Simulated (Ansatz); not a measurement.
Born–Oppenheimer molecular dynamics of ClF3H2NTa (8 atoms, charge 0, multiplicity 1). It goes on from the last frame of an earlier run, with new velocities.

Level of theory: RKS PBE/def2-SVP in Ansatz 0.2.0.

```yaml
ensemble: NVE (velocity Verlet)
time_step: 0.5 fs
steps_asked: 166
starting_velocities_drawn_for: 300 K
masses: H 10 u
seed: 32503
```

First frame:

```xyz
8
Properties=species:S:1:pos:R:3
Ta 0.009 -0.013 0.000
N 1.980 0.125 0.067
H 2.469 0.123 0.963
H 2.556 0.257 -0.792
F 0.166 -0.135 1.883
F 0.117 0.088 -1.915
F -0.933 1.597 0.102
Cl -1.108 -2.068 -0.098
```

How far do the bonds stretch over the last three quarters of this one trajectory? (Pairs bonded in most of those frames.)


```csv
bond,mean (Å),spread (Å),shortest,longest
Ta1–N2,1.964,0.012,1.94,1.99
Ta1–F5,1.907,0.011,1.89,1.92
Ta1–F6,1.895,0.015,1.87,1.92
Ta1–F7,1.893,0.014,1.87,1.91
Ta1–Cl8,2.330,0.007,2.32,2.34
N2–H3,1.029,0.016,1.00,1.05
N2–H4,1.027,0.025,0.99,1.07
```

Pairs bonded in part of these frames only: Ta1–H3 39 %.

Mean temperature of the second half: 181 K. The conserved energy stayed within 0.023 meV per atom of its start (net change 0.021 meV per atom), so the integration is sound. A run of 0.083 ps of so small a system gives no equilibrium averages.

The run took 3.6 min on 4 threads of Arm Neoverse V2, on a shared host, peak memory 0.17 GiB.
